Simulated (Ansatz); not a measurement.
```yaml
crystal:
  periodic: [false, false, false]
  atoms:
    - {symbol: Se, position_ang: [1.010764, -0.904339, 0.878065]}
    - {symbol: In, position_ang: [-0.197616, 0.673032, -0.492047]}
    - {symbol: H, position_ang: [0.140527, -1.895457, 0.905448]}
    - {symbol: H, position_ang: [-1.915080, 0.222104, -0.868315]}
    - {symbol: H, position_ang: [0.449590, 2.224447, -0.560366]}
basis:
  gaussian: {orbitals: STO-3G}
magnetization: {spin_polarized: true, initial_magnetization: 0}
hamiltonian: {xc: {name: CCSD(T)}}
scf: {lower_state_search: full}
```

```sh
$ ansatz run in.yaml --threads 2 --pin off --events-out ev --progress --plain --max-ram 32768MiB --backend cpu
```

Shortened log:

```
Error: YAML parse error: error: line 12 column 19: hamiltonian.xc: no functional is named "CCSD(T)"; the names, which are not case-sensitive, are SVWN5, SPW92, PBE, PBE0, PBEsol, revPBE, revPBE0, RPBE, rPW86-PBE, HSE06, wPBEh, LC-wPBE, HISS, HF, BLYP, B3LYP, B3LYP5, BHLYP, CAM-B3LYP, r2SCAN, r2SCANh, r2SCAN0, r2SCAN50, m-r2SCAN, B97, wB97, wB97X, wB97X-V, B97M-V, wB97M-V, B2PLYP, B2GP-PLYP, PBE0-DH, PBE-QIDH
10 |   gaussian: {orbitals: STO-3G}
11 | magnetization: {spin_polarized: true, initial_magnetization: 0}
12 | hamiltonian: {xc: {name: CCSD(T)}}
13 | scf: {lower_state_search: full}
```

Problem. Something in this input is off. What?

Solution. The method's name isn't one that the program takes here. The input was rejected before any iteration.

HSE06 is defined as in plane-wave codes.
